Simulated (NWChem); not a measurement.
The numbers come from NWChem runs, not from measurements. System: H₂BrGa, charge 0, spin multiplicity 1, at a geometry optimised with B3LYP/def2-SVP. The structure started from a generated list of species. Level: TDA-CAM-B3LYP/def2-SVPD.

The NWChem input:

```
start mol
memory heap 200 mb stack 900 mb global 1100 mb
geometry units angstroms nocenter noautoz
  Ga     0.000000     0.000000    -1.172099
  H     -1.409640     0.000000    -1.844759
  H      1.409640     0.000000    -1.844759
  Br     0.000000     0.000000     1.143559
  symmetry group C2v
end
basis spherical
  * library def2-svpd
end
dft
  xc xcamb88 1.00 lyp 0.81 vwn_5 0.19 hfexch 1.00
  cam 0.33 cam_alpha 0.19 cam_beta 0.46
  direct
  iterations 100
end
tddft
  cis
  nroots 5
  notriplet
  thresh 1e-4
end
task tddft energy
```

Output (cleaned and shortened):

```
             Northwest Computational Chemistry Package (NWChem) 7.3.0
             --------------------------------------------------------

                                NWChem Input Module
                                -------------------

 Scaling coordinates for geometry "geometry" by  1.889725989
 (inverse scale =  0.529177249)

 Turning off AUTOSYM since
 SYMMETRY directive was detected!

                             Geometry "geometry" -> ""
                             -------------------------

 Output coordinates in angstroms (scale by  1.889725989 to convert to a.u.)

  No.       Tag          Charge          X              Y              Z
 ---- ---------------- ---------- -------------- -------------- --------------
    1 Ga                  31.0000     0.00000000     0.00000000    -1.17209900
    2 H                    1.0000    -1.40964000     0.00000000    -1.84475900
    3 H                    1.0000     1.40964000     0.00000000    -1.84475900
    4 Br                  35.0000     0.00000000     0.00000000     1.14355900

 Effective nuclear repulsion energy (a.u.)     280.3500726920

            Nuclear Dipole moment (a.u.)
            ----------------------------
        X                 Y               Z
 ---------------- ---------------- ----------------
     0.0000000000     0.0000000000    -0.0000415740

      Symmetry information
      --------------------

 Group name             C2v
 Group number             16
 Group order               4
 No. of unique centers     3

      Symmetry unique atoms

     1    2    4


 Summary of "ao basis" -> "" (spherical)
 ------------------------------------------------------------------------------
       Tag                 Description            Shells   Functions and Types
 ---------------- ------------------------------  ------  ---------------------
 *                         def2-svpd                  on all atoms

                                 NWChem DFT Module
                                 -----------------

 Summary of "ao basis" -> "ao basis" (spherical)
 ------------------------------------------------------------------------------
[...]
  ----------------------------------------------------------------------------
     Transition Moments    X  0.00000   Y -0.19475   Z -0.00000
     Transition Moments   XX -0.00000  XY -0.00000  XZ -0.00000
     Transition Moments   YY  0.00000  YZ  2.37530  ZZ -0.00000
     Dipole Oscillator Strength                    0.0057521835
     Electric Quadrupole                           0.0000003538
     Magnetic Dipole                               0.0000037075
     Total Oscillator Strength                     0.0057562447

          sigma_e =   1.9340 Angstrom
          sigma_h =   1.8641 Angstrom
         |d_h->e| =   1.2403 Angstrom
            d_exc =   2.9448 Angstrom
            d_CD1 =   1.3103 Angstrom
            d_CD2 =  -0.6587 Angstrom
            d_CD3 =   4.1851 Angstrom
     Pearson C.C. =   0.0114

     Occ.   32  a1  ---  Virt.   35  b2       0.99158
     Occ.   32  a1  ---  Virt.   44  b2       0.07394
     Occ.   33  b2  ---  Virt.   36  a1      -0.05753
  ----------------------------------------------------------------------------
  Root   4 singlet a2             0.231817845 a.u.                6.3081 eV
  ----------------------------------------------------------------------------
     Transition Moments    X -0.00000   Y -0.00000   Z  0.00000
     Transition Moments   XX -0.00000  XY  1.80422  XZ -0.00000
     Transition Moments   YY -0.00000  YZ  0.00000  ZZ  0.00000
     Dipole Oscillator Strength                    0.0000000000
     Electric Quadrupole                           0.0000002159
     Magnetic Dipole                               0.0000018772
     Total Oscillator Strength                     0.0000020932

          sigma_e =   1.9411 Angstrom
          sigma_h =   1.9216 Angstrom
         |d_h->e| =   0.3202 Angstrom
            d_exc =   2.6806 Angstrom
            d_CD1 =   0.3397 Angstrom
            d_CD2 =  -1.6111 Angstrom
            d_CD3 =   3.0009 Angstrom
     Pearson C.C. =   0.0505

     Occ.   31  b1  ---  Virt.   35  b2      -0.98646
     Occ.   34  b1  ---  Virt.   35  b2      -0.12687
     Occ.   34  b1  ---  Virt.   44  b2      -0.06232
  ----------------------------------------------------------------------------
  Root   5 singlet b1             0.237867532 a.u.                6.4727 eV
  ----------------------------------------------------------------------------
     Transition Moments    X  0.58148   Y  0.00000   Z  0.00000
     Transition Moments   XX -0.00000  XY  0.00000  XZ -0.80707
     Transition Moments   YY  0.00000  YZ -0.00000  ZZ  0.00000
     Dipole Oscillator Strength                    0.0536177269
     Electric Quadrupole                           0.0000000467
     Magnetic Dipole                               0.0000002014
     Total Oscillator Strength                     0.0536179750

          sigma_e =   2.5149 Angstrom
          sigma_h =   1.6369 Angstrom
         |d_h->e| =   1.0441 Angstrom
            d_exc =   3.1028 Angstrom
            d_CD1 =   1.9221 Angstrom
            d_CD2 =  -1.0318 Angstrom
            d_CD3 =   4.1469 Angstrom
     Pearson C.C. =   0.0567

     Occ.   31  b1  ---  Virt.   36  a1      -0.08910
     Occ.   31  b1  ---  Virt.   37  a1      -0.05245
     Occ.   31  b1  ---  Virt.   38  a1      -0.07270
     Occ.   34  b1  ---  Virt.   36  a1      -0.94064
     Occ.   34  b1  ---  Virt.   37  a1      -0.24733
     Occ.   34  b1  ---  Virt.   38  a1       0.06466
     Occ.   34  b1  ---  Virt.   45  a1      -0.13799
     Occ.   34  b1  ---  Virt.   48  a1       0.06260

              Target root =      1
          Target symmetry = none
      Ground state energy =  -4499.934793205877
        Excitation energy =      0.179348756169
     Excited state energy =  -4499.755444449708

  stored tddft:energy   -4499.7554444497082

 Task  times  cpu:      103.3s     wall:      103.3s

 Total times  cpu:      103.3s     wall:      103.3s
```
